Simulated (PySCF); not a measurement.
Worked example: oscillator strength and radiative lifetime

CHAlF₄O, SMILES [OH][Al]([F])[C](F)(F)F.

Coordinates come from a PBE0-D3(BJ)/def2-SVP optimisation. The structure was generated by enumeration; whether it is a known compound was not checked. The values are those of a single conformer.

TDDFT-PBE/def2-SVPD run with PySCF puts the first singlet state with f over 0.02 at 6.40 eV (vertical), with the transition dipole (0.018, -0.105, -0.756) in atomic units.

**Question.** Find the oscillator strength, the wavelength and the radiative lifetime that this transition would have in vacuum if emission retraced absorption.

**Answer.** 
|μ|² = 0.5829 au, so |μ| = 1.94 D. ΔE = 6.40/27.211 = 0.2352 hartree. f = (2/3) ΔE |μ|² = 0.091 (the program prints 0.092).
λ = 1239.84/6.40 = 194 nm; ν = 51619 cm⁻¹.
Einstein's coefficient A = 0.6670 ν² f s⁻¹ (ν in cm⁻¹) = 1.6e8 s⁻¹, so τ = 1/A = 6.2 ns. This state is S1. The figure is the radiative limit of this one transition; relaxation, internal conversion, crossing to triplets and a medium change what is measured.
